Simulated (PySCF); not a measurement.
C₆ coefficients of unlike pairs at PBE

Calculated with PySCF 2.14 from the dipole response of each species, C₆(A,B) = (3/π) ∫ α_A(iu) α_B(iu) du, in atomic units, from isotropic polarisabilities. For ions this is the dispersion term alone; charge-induced terms of lower order in 1/R come first.

| species | configuration | basis | relativity | α (bohr³) | C₆ (like pair) |
| --- | --- | --- | --- | --- | --- |
| W⁺ | [Xe] 4f14 5d4 6s1 (6D) | aug-cc-pVTZ-PP with one added diffuse shell each of s, p, d, f, g type with ECP60MDF (7s7p6d4f3g) | core potential | 35.02 | 299.9 |
| Ne | [Ne] (1S) | def2-TZVPPD (6s4p3d1f) | none | 2.965 | 7.241 |
| Mg²⁺ | [Ne] (1S) | aug-cc-pVQZ (7s6p4d3f2g) | none | 0.3563 | 0.2564 |
| Bi²⁺ | [Xe] 4f14 5d10 6s2 6p1 (2P) | def2-QZVPPD with the def2 core potential (60 electrons) (8s6p5d4f1g) | core potential | 16.06 | 119.0 |

**Question.** Estimate C₆ for Bi²⁺ with Mg²⁺.

**Answer.** The integral gives 4.714. The combination rule 2 C_A C_B / (C_A α_B/α_A + C_B α_A/α_B) gives 4.298 and the geometric mean 5.524.

No spin-orbit coupling is included.

The other pairs:

```tsv
pair	C₆
Mg²⁺, Ne	1.275
Ne, W⁺	41.53
Bi²⁺, Ne	28.65
Mg²⁺, W⁺	6.293
Bi²⁺, W⁺	182.6
```
